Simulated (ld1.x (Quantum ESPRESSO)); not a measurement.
## Reading a pseudo-wave (nickel (Ni))

Columns: radius, all-electron u(r) and pseudo u(r) of the 4s shell (level -5.66 eV) of nickel in the configuration [Ar] 3d8 4s2 4p0; PBEsol, scalar-relativistic, ultrasoft scheme, ld1.x (Quantum ESPRESSO) 7.5.

| r (bohr) | all-electron | pseudo |
| --- | --- | --- |
| 0.123 | -0.1346 | -0.0498 |
| 0.245 | -0.0870 | -0.0990 |
| 0.368 | 0.1349 | -0.1484 |
| 0.490 | 0.2617 | -0.1971 |
| 0.613 | 0.2643 | -0.2456 |
| 0.735 | 0.1844 | -0.2929 |
| 0.858 | 0.0643 | -0.3394 |
| 0.980 | -0.0650 | -0.3840 |
| 1.103 | -0.1894 | -0.4271 |
| 1.225 | -0.2990 | -0.4675 |
| 1.348 | -0.3925 | -0.5052 |
| 1.470 | -0.4682 | -0.5393 |
| 1.593 | -0.5284 | -0.5697 |
| 1.715 | -0.5737 | -0.5954 |
| 1.838 | -0.6067 | -0.6164 |
| 1.960 | -0.6286 | -0.6320 |
| 2.083 | -0.6414 | -0.6421 |
| 2.205 | -0.6464 | -0.6464 |
| 2.328 | -0.6449 | -0.6449 |
| 2.450 | -0.6381 | -0.6381 |
| 2.573 | -0.6269 | -0.6269 |
| 2.695 | -0.6122 | -0.6122 |
| 2.818 | -0.5947 | -0.5947 |
| 2.940 | -0.5753 | -0.5753 |
| 3.063 | -0.5541 | -0.5541 |
| 3.185 | -0.5320 | -0.5320 |

Task: How many radial nodes do the two functions have?

Result: The all-electron 4s function has n − l − 1 = 3 (the table is too coarse to show those close to the nucleus); the pseudo-wave has 0, since the states of the same l below it are removed with the core.

Task: At about which radius was the pseudo-wave matched?

Result: 2.25 bohr, where the columns begin to agree (steps of 0.12 bohr).

Task: Is the pseudo-wave norm-conserving?

Result: No, it belongs to an ultrasoft set: the norm inside the radius is not constrained, and the difference is carried by the augmentation charge.
